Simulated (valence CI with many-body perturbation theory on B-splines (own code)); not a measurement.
# E1 transitions of Ca5+

Method: relativistic CI+MBPT: five valence electrons over a frozen Dirac-Fock core [Ne], radial functions for each j: 11 s, 11 p, 10 d, 8 f, 5 g, 2 h, with the one-electron correlation potential Σ1, the two-electron term Σ2, the three-electron term Σ3, Breit, model QED; selected CI, second order for the rest, scaled by the run's own slope (own B-spline code, finite nucleus).

Against 6 measured levels this calculation errs by 111 cm⁻¹ on average and by 180 at most. These come from a selection out of Sugar and Corliss, J. Phys. Chem. Ref. Data 8, 865 (1979). Levels without a partner in it may be off by more. Among the levels kept, up to 3400 cm⁻¹ of a level comes from second order outside the variational space, and about a tenth of that is noise between levels of different J, which matters for small intervals.

Lines 1 to 50 of 576 in falling wavelength, among levels below 69.990 eV, chosen from the strongest by gf and those to the six lowest levels. Wavelengths and rates use the calculated energies, so an error of 100 cm⁻¹ moves a line at 291.5 nm by 0.29 % and its rate by three times that or more. Electric multipoles are in the length gauge, E1 and E2 with the static RPA response of the core. Weak lines are less certain than strong ones. Lines between different terms over intervals too small for the method are left out, as are lines whose strength nearly cancels. Where a level lies close to another of its J and parity, the split of strength between their lines is uncertain. The highest levels of a list are the least certain.

Names give the largest LS component (configuration and term), which can be under half, so a name can repeat, a term be missing and a line seem to break the LS rules; names also repeat where a configuration has a term twice. Letters in brackets count levels of one name in rising energy.

| λ vac (nm) | Upper | Lower | A (s⁻¹) | log gf | Branch % |
| --- | --- | --- | --- | --- | --- |
| 291.5 | 3s²3p²4p ²D°_5/2 [a] | 3s²3p²4s ²D_5/2 | 1.24e+07 | -1.02 | 0.1 |
| 279.6 | 3s²3p²4p ²S°_1/2 | 3s²3p²4s ²P_3/2 | 8.77e+07 | -0.69 | 2.0 |
| 261.3 | 3s²3p²4p ²S°_1/2 | 3s²3p²4s ²P_1/2 | 7.52e+07 | -0.81 | 1.7 |
| 245.3 | 3s²3p²4p ²D°_5/2 [b] | 3s²3p²4s ²D_5/2 | 2.69e+07 | -0.84 | 0.1 |
| 220.0 | 3s²3p²4p ²D°_3/2 [a] | 3s²3p²4s ²P_3/2 | 2.93e+07 | -1.07 | 0.2 |
| 213.0 | 3s²3p²4p ²D°_5/2 [a] | 3s²3p²4s ²P_3/2 | 1.13e+08 | -0.34 | 0.8 |
| 208.5 | 3s²3p²4p ²D°_3/2 [a] | 3s²3p²4s ²P_1/2 | 1.35e+08 | -0.45 | 0.9 |
| 205.8 | 3s²3p²4p ²P°_1/2 [b] | 3s²3p²4s ²D_3/2 | 6.76e+07 | -1.07 | 0.6 |
| 202.6 | 3s²3p²4p ²P°_3/2 [b] | 3s²3p²4s ²D_5/2 | 5.15e+07 | -0.90 | 0.5 |
| 196.0 | 3s²3p²4p ⁴D°_5/2 | 3s²3p²4s ⁴P_5/2 | 7.72e+07 | -0.57 | 0.7 |
| 193.2 | 3s²3p²4p ⁴D°_3/2 | 3s²3p²4s ⁴P_3/2 | 1.84e+08 | -0.39 | 1.9 |
| 193.2 | 3s3p³3d ²D°_3/2 [c] | 3s²3p²4s ²P_3/2 | 5.47e+07 | -0.91 | 0.2 |
| 191.0 | 3s²3p²4p ⁴D°_1/2 | 3s²3p²4s ⁴P_1/2 | 3.64e+08 | -0.40 | 3.9 |
| 190.1 | 3s²3p²4p ²P°_3/2 [a] | 3s²3p²4s ²P_3/2 | 1.46e+08 | -0.50 | 1.0 |
| 189.7 | 3s²3p²4p ⁴D°_7/2 | 3s²3p²4s ⁴P_5/2 | 3.96e+08 | 0.23 | 3.1 |
| 188.3 | 3s²3p²4p ⁴D°_5/2 | 3s²3p²4s ⁴P_3/2 | 3.40e+08 | 0.04 | 3.2 |
| 187.9 | 3s²3p²4p ⁴D°_3/2 | 3s²3p²4s ⁴P_1/2 | 2.29e+08 | -0.31 | 2.3 |
| 187.2 | 3s²3p²4p ²D°_5/2 [b] | 3s²3p²4s ²P_3/2 | 1.55e+08 | -0.31 | 0.6 |
| 186.0 | 3s²3p²4p ²F°_5/2 | 3s²3p²4s ²D_3/2 | 3.96e+08 | 0.09 | 2.9 |
| 184.3 | 3s3p³3d ²D°_3/2 [c] | 3s²3p²4s ²P_1/2 | 7.92e+07 | -0.79 | 0.3 |
| 184.0 | 3s²3p²4p ²D°_5/2 [a] | 3s²3p²4s ⁴P_5/2 | 4.88e+07 | -0.83 | 0.3 |
| 183.4 | 3s²3p²4p ²F°_7/2 | 3s²3p²4s ²D_5/2 | 4.17e+08 | 0.23 | 2.8 |
| 182.9 | 3s3p³3d ²D°_3/2 [d] | 3s²3p²4s ²D_3/2 | 5.49e+07 | -0.96 | 0.3 |
| 181.5 | 3s²3p²4p ²P°_3/2 [a] | 3s²3p²4s ²P_1/2 | 5.65e+07 | -0.95 | 0.4 |
| 180.3 | 3s²3p²4p ⁴P°_3/2 | 3s²3p²4s ⁴P_5/2 | 8.15e+07 | -0.80 | 1.1 |
| 179.5 | 3s3p³3d ²D°_5/2 [c] | 3s²3p²4s ²D_5/2 | 1.19e+08 | -0.46 | 0.8 |
| 179.3 | 3s²3p²4p ²P°_1/2 [e] | 3s²3p²4s ²S_1/2 | 4.14e+08 | -0.40 | 2.6 |
| 178.9 | 3s²3p²4p ²P°_3/2 [d] | 3s²3p²4s ²S_1/2 | 4.02e+08 | -0.11 | 2.3 |
| 177.1 | 3s²3p²4p ²D°_5/2 [a] | 3s²3p²4s ⁴P_3/2 | 3.77e+07 | -0.97 | 0.3 |
| 174.7 | 3s²3p²4p ⁴P°_5/2 | 3s²3p²4s ⁴P_5/2 | 3.74e+08 | 0.01 | 3.0 |
| 174.7 | 3s²3p²4p ⁴P°_1/2 | 3s²3p²4s ⁴P_3/2 | 4.82e+08 | -0.36 | 7.4 |
| 173.7 | 3s²3p²4p ⁴P°_3/2 | 3s²3p²4s ⁴P_3/2 | 2.16e+08 | -0.41 | 2.8 |
| 173.5 | 3s3p³3d ⁴D°_7/2 [d] | 3s²3p²4s ⁴P_5/2 | 6.17e+07 | -0.65 | 0.2 |
| 172.4 | 3s²3p²4p ²D°_3/2 [b] | 3s²3p²4s ²D_3/2 | 3.16e+08 | -0.25 | 3.3 |
| 172.1 | 3s²3p²4p ²D°_3/2 [b] | 3s²3p²4s ²D_5/2 | 9.89e+07 | -0.76 | 1.0 |
| 171.7 | 3s²3p²4p ²D°_5/2 [c] | 3s²3p²4s ²D_5/2 | 3.21e+08 | -0.07 | 2.7 |
| 170.7 | 3s²3p²4p ⁴S°_3/2 | 3s²3p²4s ⁴P_5/2 | 4.68e+08 | -0.09 | 5.1 |
| 169.4 | 3s²3p²4p ⁴P°_3/2 | 3s²3p²4s ⁴P_1/2 | 2.63e+08 | -0.34 | 3.4 |
| 168.5 | 3s²3p²4p ⁴P°_5/2 | 3s²3p²4s ⁴P_3/2 | 7.01e+07 | -0.75 | 0.6 |
| 166.9 | 3s3p³3d ⁴D°_5/2 [d] | 3s²3p²4s ⁴P_3/2 | 4.46e+07 | -0.95 | 0.2 |
| 164.8 | 3s²3p²4p ⁴S°_3/2 | 3s²3p²4s ⁴P_3/2 | 1.17e+08 | -0.72 | 1.3 |
| 164.4 | 3s²3p²4p ²D°_5/2 [b] | 3s²3p²4s ⁴P_5/2 | 3.49e+07 | -1.07 | 0.1 |
| 162.4 | 3s3p³3d ²F°_5/2 [d] | 3s²3p²4s ²D_3/2 | 5.14e+07 | -0.91 | 0.2 |
| 161.8 | 3s3p³3d ²F°_7/2 [d] | 3s²3p²4s ²D_5/2 | 7.10e+07 | -0.65 | 0.3 |
| 161.3 | 3s²3p²4p ²P°_3/2 [b] | 3s²3p²4s ²P_3/2 | 1.59e+08 | -0.61 | 1.5 |
| 159.3 | 3s3p³3d ²P°_1/2 [b] | 3s²3p²4s ²S_1/2 | 1.25e+08 | -1.02 | 0.3 |
| 159.0 | 3s3p³3d ²P°_3/2 [b] | 3s²3p²4s ²S_1/2 | 1.49e+08 | -0.65 | 0.4 |
| 157.4 | 3s²3p3d² ²P°_3/2 | 3s²3p²4s ²D_5/2 | 6.68e+07 | -1.00 | 0.2 |
| 156.7 | 3s²3p²4p ²P°_1/2 [b] | 3s²3p²4s ²P_1/2 | 1.68e+08 | -0.91 | 1.6 |
| 153.8 | 3s²3p²4p ²P°_1/2 [c] | 3s²3p²4s ²D_3/2 | 2.57e+08 | -0.74 | 0.8 |
